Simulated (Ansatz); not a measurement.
Cost and result for the atomization energy of C2H5ClOSSi (`CS[C@H]1O[Si@@H]1Cl`) (11 atoms, 11 bonds).

Cartesian coordinates in Å:
```
C -0.1707 0.9638 -1.9515
S -0.0539 -0.6741 -1.2085
C 0.4449 -0.2501 0.4175
O -0.6117 0.3428 1.3162
Si -0.1561 -1.1312 1.8703
Cl 0.9132 -1.2097 3.5913
H -0.4800 0.8218 -2.9875
H 0.7972 1.4666 -1.9348
H -0.9173 1.5646 -1.4333
H 1.3548 0.3455 0.4751
H -1.1203 -2.2401 1.8451
```

The species carries charge 0 and has multiplicity 1. The structure was optimised at the PBE0-D4/def2-TZVP level. It is one conformer, not always the lowest. Program: Ansatz. All runs use 4 threads of an Arm Neoverse V1 on a shared host. Times are those of one run each, without the atoms' runs, and a repeat can differ threefold. Electronic energies, without spin–orbit coupling; frozen cores. CCSD(T)/CBS adds CCSD(T) − MP2 in def2-TZVPP to the MP2 limit, and its time is that of the two runs behind it. T1 = 0.013. B3LYP takes the VWN-RPA correlation (the form of Gaussian; ORCA's B3LYP/G).

CCSD(T)/CBS is a level of theory with its own doubt, some kJ/mol a heavy atom from the limit and from the frozen cores, so smaller differences don't rank the functionals.

| level | functions | wall time | atomization (kJ/mol) | difference from CCSD(T)/CBS | per bond |
| --- | --- | --- | --- | --- | --- |
| PBE-D4/def2-TZVPP (with forces) | 289 | 3.5 s | 4123.6 | 105.7 | 9.6 |
| PBE0-D4/def2-TZVPP | 289 | 5 s | 4034.1 | 16.2 | 1.5 |
| r2SCAN-D4/def2-TZVPP (with forces) | 289 | 7 s | 4046.5 | 28.6 | 2.6 |
| B3LYP-D4/def2-TZVPP (with forces) | 289 | 7.5 s | 3991.3 | -26.6 | -2.4 |
| B2PLYP/def2-TZVPP | 289 | 8 s | 3953.7 | -64.2 | -5.8 |
| ωB97X-V/def2-TZVPP | 289 | 12 s | 4038.3 | 20.4 | 1.9 |
| ωB97M-V/def2-TZVPP (with forces) | 289 | 17 s | 4039.5 | 21.6 | 2.0 |
| MP2/def2-QZVPP | 531 | 33 s | 4071.9 | 54.0 | 4.9 |
| CCSD(T)/def2-TZVPP | 289 | 5.9 min | 3890.5 | -127.4 | -11.6 |
| CCSD(T)/CBS(def2) | – | 6.5 min | 4017.9 | 0.0 | 0.0 |

From PBE to PBE0 (25 % exact exchange), in def2-TZVPP and without D4, the atomization energy moves by −85.1 kJ/mol: exact exchange takes away binding that semilocal exchange gives to molecules. The D4 term adds +48.4 kJ/mol with B3LYP and +25.4 kJ/mol with PBE0; it sums over pairs of atoms, weighted by their polarisabilities, and B3LYP, whose exchange is more repulsive, gets the larger term. In def2-TZVPP, CCSD(T) changes the Hartree–Fock value by +1073.4 kJ/mol (the triples alone add +80.1 kJ/mol) and MP2 by +1178.9 kJ/mol; breaking electron pairs costs correlation energy, which Hartree–Fock lacks.
